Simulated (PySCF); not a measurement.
## Electron correlation in Br (bromine, neutral)

[Ar] 3d10 4s1 4p6, 2S determinant (an excited configuration). Computed with PySCF 2.14 in x2c-TZVPPall with one added diffuse shell each of s, p, d type (7s6p5d1f, 57 functions), with scalar relativity by spin-free X2C-1e. Frozen: [Ar] 3d10; 7 electrons correlated.

```
  level  correlation energy (mhartree)
   CCSD                        -288.45
    (T)                         -48.63
CCSD(T)                        -337.08
```

Diagnostics: T1 = 0.026, D1 = 0.0490, largest double amplitude 0.273.

Question: Is a single reference adequate?

Answer: Not fully. A double-excitation amplitude exceeds 0.15, a sign of near-degeneracy.
